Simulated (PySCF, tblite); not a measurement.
Species: C₆H₁₃B.
Atom-mapped SMILES: `[CH3:1][CH2:2][C@@H:3]1[CH2:4][BH:5][CH2:6][CH2:7]1` (hydrogens: H8, H9, H10 on C1; H11, H12 on C2; H13 on C3; H14, H15 on C4; H16 on B5; H17, H18 on C6; H19, H20 on C7)

Computed with GFN2-xTB (tblite), gas phase: nudged elastic band of 9 images (0 to 8), spring 0.2 eV/Å², climbing image at the end, force threshold 0.05 eV/Å. No saddle search or frequency run followed, so the top image need not be a first-order saddle, and its height can exceed the method's true barrier by a kcal/mol or more.

Path: rotation about C2–C3 (chain CH2 carbon, sp3 CH carbon), followed by the dihedral C1–C2–C3–C4.

Image 0 (start, dihedral -66°):
```
atom  x, y, z in Å
C1     -2.590    0.165    0.131
C2     -1.444    0.369   -0.854
C3     -0.149   -0.302   -0.400
C4      0.465    0.305    0.876
B5      2.007    0.019    0.774
C6      2.271   -0.494   -0.690
C7      0.967   -0.200   -1.448
H8     -2.355    0.609    1.095
H9     -2.778   -0.896    0.280
H10    -3.502    0.625   -0.244
H11    -1.267    1.440   -0.988
H12    -1.732   -0.040   -1.826
H13    -0.352   -1.362   -0.213
H14    -0.034   -0.048    1.780
H15     0.317    1.390    0.858
H16     2.802    0.157    1.617
H17     3.143   -0.091   -1.205
H18     2.425   -1.578   -0.646
H19     0.999    0.819   -1.840
H20     0.801   -0.877   -2.288
```

Image 8 (end, +0.062 eV, dihedral 59°):
```
atom  x, y, z in Å
C1     -2.103    1.032   -0.255
C2     -1.631   -0.338   -0.732
C3     -0.148   -0.647   -0.501
C4      0.316   -0.602    0.966
B5      1.871   -0.386    0.892
C6      2.196    0.006   -0.598
C7      0.826    0.280   -1.238
H8     -1.534    1.831   -0.723
H9     -2.012    1.128    0.824
H10    -3.151    1.169   -0.515
H11    -1.833   -0.421   -1.804
H12    -2.225   -1.106   -0.229
H13     0.024   -1.667   -0.869
H14    -0.044   -1.460    1.535
H15    -0.113    0.280    1.452
H16     2.635   -0.491    1.768
H17     2.891    0.833   -0.750
H18     2.657   -0.860   -1.084
H19     0.555    1.321   -1.057
H20     0.816    0.108   -2.315
```

**Question.** What do the inner images look like?

**Answer.** 
Image 1: +0.024 eV, dihedral -50°
```
atom  x, y, z in Å
C1     -2.530    0.296    0.186
C2     -1.464    0.272   -0.904
C3     -0.152   -0.369   -0.449
C4      0.404    0.184    0.876
B5      1.959   -0.022    0.799
C6      2.285   -0.430   -0.684
C7      0.985   -0.158   -1.457
H8     -2.228    0.939    1.010
H9     -2.701   -0.704    0.576
H10    -3.468    0.677   -0.213
H11    -1.269    1.295   -1.233
H12    -1.847   -0.282   -1.766
H13    -0.313   -1.447   -0.330
H14    -0.097   -0.250    1.742
H15     0.209    1.261    0.920
H16     2.719    0.102    1.676
H17     3.143    0.053   -1.151
H18     2.507   -1.502   -0.703
H19     0.983    0.884   -1.786
H20     0.871   -0.786   -2.341
```

Image 2: +0.091 eV, dihedral -35°
```
atom  x, y, z in Å
C1     -2.474    0.431    0.203
C2     -1.492    0.161   -0.932
C3     -0.151   -0.432   -0.478
C4      0.363    0.063    0.887
B5      1.926   -0.076    0.824
C6      2.292   -0.363   -0.679
C7      0.989   -0.105   -1.452
H8     -2.111    1.224    0.853
H9     -2.629   -0.462    0.803
H10    -3.433    0.747   -0.203
H11    -1.309    1.099   -1.462
H12    -1.956   -0.527   -1.644
H13    -0.252   -1.523   -0.421
H14    -0.136   -0.438    1.716
H15     0.135    1.129    0.991
H16     2.669    0.023    1.719
H17     3.127    0.203   -1.092
H18     2.578   -1.415   -0.774
H19     0.941    0.954   -1.714
H20     0.917   -0.681   -2.375
```

Image 3: +0.162 eV, dihedral -18°
```
atom  x, y, z in Å
C1     -2.413    0.567    0.186
C2     -1.522    0.050   -0.940
C3     -0.148   -0.489   -0.496
C4      0.336   -0.061    0.903
B5      1.903   -0.125    0.843
C6      2.291   -0.294   -0.672
C7      0.982   -0.046   -1.437
H8     -1.992    1.459    0.644
H9     -2.544   -0.189    0.956
H10    -3.390    0.830   -0.212
H11    -1.372    0.863   -1.655
H12    -2.058   -0.743   -1.467
H13    -0.183   -1.585   -0.507
H14    -0.144   -0.638    1.694
H15     0.062    0.983    1.079
H16     2.637   -0.044    1.747
H17     3.100    0.337   -1.037
H18     2.626   -1.323   -0.836
H19     0.886    1.025   -1.632
H20     0.939   -0.566   -2.394
```

Image 4 (top): +0.191 eV, dihedral -1°
```
atom  x, y, z in Å
C1     -2.337    0.697    0.142
C2     -1.552   -0.057   -0.928
C3     -0.146   -0.542   -0.510
C4      0.313   -0.188    0.918
B5      1.882   -0.167    0.860
C6      2.280   -0.222   -0.661
C7      0.962    0.018   -1.414
H8     -1.853    1.634    0.409
H9     -2.447    0.092    1.039
H10    -3.330    0.933   -0.236
H11    -1.454    0.594   -1.800
H12    -2.148   -0.918   -1.240
H13    -0.118   -1.634   -0.597
H14    -0.139   -0.840    1.665
H15    -0.009    0.827    1.165
H16     2.610   -0.100    1.770
H17     3.064    0.463   -0.983
H18     2.656   -1.225   -0.887
H19     0.816    1.093   -1.543
H20     0.946   -0.445   -2.401
```

Image 5: +0.166 eV, dihedral 16°
```
atom  x, y, z in Å
C1     -2.252    0.813    0.070
C2     -1.580   -0.160   -0.894
C3     -0.147   -0.591   -0.518
C4      0.298   -0.313    0.930
B5      1.864   -0.213    0.874
C6      2.258   -0.145   -0.647
C7      0.928    0.084   -1.383
H8     -1.691    1.741    0.163
H9     -2.357    0.364    1.055
H10    -3.247    1.058   -0.297
H11    -1.551    0.299   -1.886
H12    -2.214   -1.047   -0.970
H13    -0.064   -1.671   -0.685
H14    -0.128   -1.026    1.635
H15    -0.063    0.672    1.238
H16     2.591   -0.168    1.786
H17     3.012    0.592   -0.923
H18     2.676   -1.115   -0.939
H19     0.730    1.156   -1.445
H20     0.933   -0.318   -2.397
```

Image 6: +0.114 eV, dihedral 32°
```
atom  x, y, z in Å
C1     -2.169    0.913   -0.026
C2     -1.604   -0.245   -0.843
C3     -0.150   -0.632   -0.520
C4      0.293   -0.434    0.941
B5      1.852   -0.262    0.885
C6      2.230   -0.071   -0.631
C7      0.886    0.145   -1.345
H8     -1.548    1.803   -0.108
H9     -2.252    0.637    1.023
H10    -3.166    1.161   -0.385
H11    -1.656    0.013   -1.904
H12    -2.248   -1.114   -0.690
H13    -0.029   -1.694   -0.765
H14    -0.101   -1.209    1.600
H15    -0.108    0.513    1.313
H16     2.585   -0.247    1.794
H17     2.948    0.717   -0.858
H18     2.690   -0.999   -0.989
H19     0.640    1.209   -1.342
H20     0.903   -0.194   -2.382
```

Image 7: +0.077 eV, dihedral 47°
```
atom  x, y, z in Å
C1     -2.104    0.998   -0.137
C2     -1.622   -0.298   -0.784
C3     -0.155   -0.659   -0.518
C4      0.297   -0.552    0.950
B5      1.847   -0.311    0.894
C6      2.204   -0.009   -0.608
C7      0.849    0.198   -1.304
H8     -1.489    1.845   -0.432
H9     -2.090    0.918    0.947
H10    -3.129    1.200   -0.441
H11    -1.760   -0.224   -1.867
H12    -2.256   -1.115   -0.430
H13    -0.016   -1.700   -0.836
H14    -0.052   -1.393    1.549
H15    -0.145    0.342    1.399
H16     2.587   -0.330    1.797
H17     2.888    0.822   -0.786
H18     2.700   -0.892   -1.027
H19     0.569    1.251   -1.241
H20     0.872   -0.081   -2.358
```

The largest changes of bonds and angles from start to top: C2–C3 1.528 → 1.545 Å, C1–C2–C3 112.7 → 115.7°, C2–C3–C4 114.3 → 116.8°, B5–C4–H15 108.2 → 106.9°. GFN2-xTB torsional profiles can miss by a kcal/mol or more and can put conformers in the wrong order.

**Question.** What do single points at PBE0/pcSseg-1 (PySCF, no dispersion term) give on some images?

**Answer.** 
| image | GFN2-xTB E (eV) | DFT E (eV) | HOMO (eV) | LUMO (eV) | dipole (D) |
| --- | --- | --- | --- | --- | --- |
| 0 | 0.000 | 0.000 | -8.39 | -0.81 | 0.30 |
| 2 | 0.091 | 0.110 | -8.39 | -0.80 | 0.31 |
| 4 | 0.191 | 0.227 | -8.38 | -0.78 | 0.34 |
| 6 | 0.114 | 0.119 | -8.37 | -0.76 | 0.37 |
| 8 | 0.062 | 0.049 | -8.34 | -0.78 | 0.37 |

Energies count from image 0 at each level. At the GFN2-xTB top the DFT energy is 5.2 kcal/mol against 4.4; the geometries weren't optimised at the DFT level.

The cost below is that of the whole band run. The run took 4.9 s wall on one thread of an Intel Xeon Platinum 8375C at 2.90 GHz, shared host with 96 logical CPUs at a one-minute load of 76, and the process peaked at 0.19 GiB of memory.
